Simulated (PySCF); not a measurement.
**Excitation energy of Fe⁺ by level of theory**

Fe⁺ [Ar] 3d6 4s1 (6D) → Fe⁺ [Ar] 3d7 (4F), as a difference of total energies. All numbers are calculated (PySCF 2.14, scalar relativity by spin-free X2C-1e, in aug-cc-pVDZ-DK (7s6p4d2f, 59 functions)). Correlated levels: valence: [Ar] frozen. The calculations carry no spin-orbit coupling.

```
           method  excitation energy (cm⁻¹)  error (cm⁻¹)
              UHF                     15334        +13334
    MP2 (valence)                    3523.1         +1523
SCS-MP2 (valence)                    1675.3          -325
   CCSD (valence)                    5674.8         +3674
CCSD(T) (valence)                    5248.8         +3248
```

Reference: 2000.3 cm⁻¹ (measured; NIST levels, between the centres of gravity of the two terms).

Errors of the correlated levels include the incompleteness of this basis and the frozen core.
